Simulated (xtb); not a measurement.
H2Cl2NTi, charge +1, singlet, geometry from GFN2-xTB (such geometries of metal compounds can be far from the true shape) (the multiplicity is a formal guess), atoms displaced at random by about 0.05 Å a coordinate; GFN2-xTB (xtb).

The xtb input:
```
$ xtb mol.xyz --gfn 2 --chrg 1 --opt loose --json

# file mol.xyz
6

Ti    -0.21525450     0.00935978     0.57323913
Cl    -0.81217487    -1.51601355    -0.81730652
Cl     0.23675929     1.64216131    -0.64698577
N      1.42836426    -0.45842151     1.32077342
H      2.21393736     0.17717752     1.31981654
H      1.69778912    -1.39749263     1.38054661
```

Task: Predict the main parts of the log of this xtb run.

Result: 
```
   ID    Z sym.   atoms
    1   22 Ti     1
    2   17 Cl     2, 3
    3    7 N      4
    4    1 H      5, 6

           -------------------------------------------------
          |                Calculation Setup                |
           -------------------------------------------------

           -------------------------------------------------
          |                 G F N 2 - x T B                 |
           -------------------------------------------------

          ...................................................
          :                      SETUP                      :
          :.................................................:
          :  # basis functions                  36          :
          :  # atomic orbitals                  33          :
          :  # shells                           13          :
          :  # electrons                        24          :
          :  max. iterations                   250          :
          :  Hamiltonian                  GFN2-xTB          :
          :  restarted?                      false          :
          :  GBSA solvation                  false          :
          :  PC potential                    false          :
          :  electronic temp.          300.0000000     K    :
          :  accuracy                    1.0000000          :
          :  -> integral cutoff          0.2500000E+02      :
          :  -> integral neglect         0.1000000E-07      :
          :  -> SCF convergence          0.1000000E-05 Eh   :
          :  -> wf. convergence          0.1000000E-03 e    :
          :  Broyden damping             0.4000000          :
          :  net charge                          1          :
          :  unpaired electrons                  0          :
          ...................................................

 iter      E             dE          RMSdq      gap      omega  full diag
   1    -13.8191632 -0.138192E+02  0.148E+01    0.48       0.0  T
   2    -14.1579749 -0.338812E+00  0.141E+01    3.41       1.0  T
   3    -14.2953440 -0.137369E+00  0.855E+00    2.78       1.0  T
   4    -13.9046513  0.390693E+00  0.151E+01    0.52       1.0  T
   5    -14.3583579 -0.453707E+00  0.171E+00    2.37       1.0  T
   6    -14.3539034  0.445453E-02  0.197E+00    2.47       1.0  T
   7    -14.3615386 -0.763520E-02  0.102E+00    2.24       1.0  T
   8    -14.3627606 -0.122205E-02  0.647E-01    2.15       1.0  T
   9    -14.3635087 -0.748122E-03  0.340E-01    2.06       1.0  T
  10    -14.3637455 -0.236786E-03  0.251E-02    1.98       1.6  T
  11    -14.3637438  0.173607E-05  0.368E-02    1.97       1.1  T
  12    -14.3637455 -0.169061E-05  0.192E-02    1.97       2.1  T
  13    -14.3637466 -0.111322E-05  0.358E-03    1.98      11.4  T
  14    -14.3637466 -0.232119E-07  0.201E-03    1.98      20.3  T
  15    -14.3637466 -0.967288E-08  0.160E-03    1.98      25.5  T
  16    -14.3637466 -0.270998E-08  0.104E-03    1.98      39.3  T
  17    -14.3637466 -0.252294E-08  0.274E-04    1.98     148.8  T
  18    -14.3637466 -0.443592E-10  0.122E-04    1.98     333.7  T

   *** convergence criteria satisfied after 18 iterations ***

         :::::::::::::::::::::::::::::::::::::::::::::::::::::
         ::                     SUMMARY                     ::
         :::::::::::::::::::::::::::::::::::::::::::::::::::::
         :: total energy             -14.287691826912 Eh    ::
         :: gradient norm              0.071122438246 Eh/a0 ::
         :: HOMO-LUMO gap              1.980458831135 eV    ::
         ::.................................................::
         :: SCC energy               -14.363744718021 Eh    ::
         :: -> isotropic ES            0.129519404503 Eh    ::
         :: -> anisotropic ES         -0.006182264331 Eh    ::
         :: -> anisotropic XC         -0.005252125877 Eh    ::
         :: -> dispersion             -0.003959094453 Eh    ::
         :: repulsion energy           0.076052891109 Eh    ::
         :: add. restraining           0.000000000000 Eh    ::
         :: total charge               1.000000000000 e     ::
         :::::::::::::::::::::::::::::::::::::::::::::::::::::

      -----------------------------------------------------------
     |                   =====================                   |
     |                        A N C O P T                        |
     |                   =====================                   |
     |               Approximate Normal Coordinate               |
     |                Rational Function Optimizer                |
      -----------------------------------------------------------
      -----------------------------------------------------------
     |                   =====================                   |
     |                        A N C O P T                        |
     |                   =====================                   |
     |               Approximate Normal Coordinate               |
     |                Rational Function Optimizer                |
      -----------------------------------------------------------

          ...................................................
          :                      SETUP                      :
          :.................................................:
          :   optimization level             loose          :
          :   max. optcycles                   200          :
          :   ANC micro-cycles                  20          :
          :   degrees of freedom                12          :
          :.................................................:
          :   RF solver                   davidson          :
          :   write xtbopt.log                true          :
          :   linear?                        false          :
          :   energy convergence         0.5000000E-04 Eh   :
          :   grad. convergence          0.4000000E-02 Eh/α :
          :   maxmium RF displ.          1.0000000          :
[...]
 * total energy  :   -14.2876918 Eh     change       -0.2168044E-10 Eh
 * total energy  :   -14.2915188 Eh     change       -0.3826986E-02 Eh
 * total energy  :   -14.2918069 Eh     change       -0.2881208E-03 Eh
 * total energy  :   -14.2921195 Eh     change       -0.3125278E-03 Eh
 * total energy  :   -14.2921677 Eh     change       -0.4828489E-04 Eh
   *** GEOMETRY OPTIMIZATION CONVERGED AFTER 5 ITERATIONS ***
[...]
          :  unpaired electrons                  0          :
          ...................................................

 iter      E             dE          RMSdq      gap      omega  full diag
   1    -14.3606859 -0.143607E+02  0.334E-04    2.15       0.0  T
   2    -14.3606859 -0.938947E-10  0.288E-04    2.15     141.6  T
   3    -14.3606859 -0.252927E-09  0.149E-04    2.15     274.6  T

   *** convergence criteria satisfied after 3 iterations ***

         :::::::::::::::::::::::::::::::::::::::::::::::::::::
         ::                     SUMMARY                     ::
         :::::::::::::::::::::::::::::::::::::::::::::::::::::
         :: total energy             -14.292167747336 Eh    ::
         :: gradient norm              0.001752062019 Eh/a0 ::
         :: HOMO-LUMO gap              2.148003601919 eV    ::
         ::.................................................::
         :: SCC energy               -14.360684130952 Eh    ::
         :: -> isotropic ES            0.128244985087 Eh    ::
         :: -> anisotropic ES         -0.005367272226 Eh    ::
         :: -> anisotropic XC         -0.006486113975 Eh    ::
         :: -> dispersion             -0.003982648581 Eh    ::
         :: repulsion energy           0.068516383616 Eh    ::
         :: add. restraining           0.000000000000 Eh    ::
         :: total charge               1.000000000000 e     ::
         :::::::::::::::::::::::::::::::::::::::::::::::::::::

           -------------------------------------------------
          |                Property Printout                |
           -------------------------------------------------

    * Orbital Energies and Occupations

         #    Occupation            Energy/Eh            Energy/eV
      -------------------------------------------------------------
         1        2.0000           -1.2648130             -34.4173
         2        2.0000           -1.2624070             -34.3518
         3        2.0000           -0.8516420             -23.1744
         4        2.0000           -0.7393226             -20.1180
         5        2.0000           -0.7197198             -19.5846
         6        2.0000           -0.6507756             -17.7085
         7        2.0000           -0.6452857             -17.5591
         8        2.0000           -0.6363763             -17.3167
         9        2.0000           -0.6297127             -17.1354
        10        2.0000           -0.6237455             -16.9730
        11        2.0000           -0.6221910             -16.9307
        12        2.0000           -0.6092584             -16.5788 (HOMO)
        13                         -0.5303207             -14.4308 (LUMO)
        14                         -0.5176892             -14.0870
        15                         -0.5067992             -13.7907
        16                         -0.4799762             -13.0608
        17                         -0.4593341             -12.4991
        18                         -0.3343702              -9.0987
        19                         -0.2030116              -5.5242
        20                         -0.1693080              -4.6071
        21                         -0.1678890              -4.5685
        22                         -0.1675899              -4.5604
        23                         -0.1671916              -4.5495
       ...                                ...                  ...
        33                          0.5426839              14.7672
      -------------------------------------------------------------
                  HL-Gap            0.0789377 Eh            2.1480 eV
             Fermi-level           -0.5697896 Eh          -15.5048 eV

     #   Z          covCN         q      C6AA      α(0)
     1  22 Ti       2.305     0.937   202.977    34.883
     2  17 Cl       0.764    -0.032    99.991    15.296
     3  17 Cl       0.764    -0.030    99.924    15.291
     4   7 N        2.494    -0.401    30.471     8.198
     5   1 H        0.864     0.263     0.833     1.430
     6   1 H        0.864     0.263     0.833     1.430

 Mol. C6AA /au·bohr⁶  :       1674.005919
 Mol. C8AA /au·bohr⁸  :      96717.227763
 Mol. α(0) /au        :         76.526773

Wiberg/Mayer (AO) data.
largest (>0.10) Wiberg bond orders for each atom

 ---------------------------------------------------------------------------
     #   Z sym  total        # sym  WBO       # sym  WBO       # sym  WBO
 ---------------------------------------------------------------------------
     1  22 Ti   4.505 --     3 Cl   1.461     2 Cl   1.455     4 N    1.444
     2  17 Cl   1.633 --     1 Ti   1.455
     3  17 Cl   1.637 --     1 Ti   1.461
     4   7 N    3.313 --     1 Ti   1.444     6 H    0.855     5 H    0.854
     5   1 H    0.931 --     4 N    0.854
     6   1 H    0.931 --     4 N    0.855
 ---------------------------------------------------------------------------

Topologies differ in total number of bonds
Writing topology from bond orders to xtbtopo.mol

molecular dipole:
                 x           y           z       tot (Debye)
 q only:        0.515      -0.217       1.567
   full:       -0.300       0.016       1.875       4.827
molecular quadrupole (traceless):
                xx          xy          yy          xz          yz          zz
 q only:        2.839      -1.842      -2.392       3.050      -1.153      -0.447
  q+dip:        3.058      -2.021      -2.960       1.886      -0.873      -0.098
   full:        3.130      -2.059      -3.091       0.844      -0.585      -0.039

optimized geometry written to: xtbopt.xyz

           -------------------------------------------------
          | TOTAL ENERGY              -14.292167747336 Eh   |
          | GRADIENT NORM               0.001752062019 Eh/α |
          | HOMO-LUMO GAP               2.148003601919 eV   |
           -------------------------------------------------

normal termination of xtb
```
